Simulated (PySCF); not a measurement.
SMILES C[B]C, doublet, PBE0/def2-SVP optimised geometry.

```
9

C     -1.01     0.57     0.00
B     -0.03    -0.62     0.00
C      1.53    -0.62     0.00
H     -1.22     0.76    -1.07
H     -1.99     0.36     0.47
H     -0.59     1.51     0.41
H      1.98     0.30    -0.41
H      1.99    -1.51    -0.47
H      1.80    -0.66     1.07
```

Density from unrestricted PBE0/def2-TZVP run with PySCF at that geometry.

Minimum of the electron density along straight lines between bonded atoms, close to the bond critical point (lines longer than 1.1 times the sum of covalent radii, or with two minima, are not listed):

```csv
bond,length / Å,ρ at the minimum / e bohr⁻³,∇²ρ there / e bohr⁻⁵,position (fraction from the first atom)
C1–B2,1.551,0.191,-0.25,0.67
B2–C3,1.551,0.191,-0.25,0.33
C1–H4,1.109,0.257,-0.81,0.64
C1–H5,1.100,0.268,-0.89,0.64
C1–H6,1.106,0.263,-0.85,0.64
C3–H7,1.106,0.263,-0.85,0.64
C3–H8,1.100,0.268,-0.89,0.64
C3–H9,1.109,0.257,-0.81,0.64
```
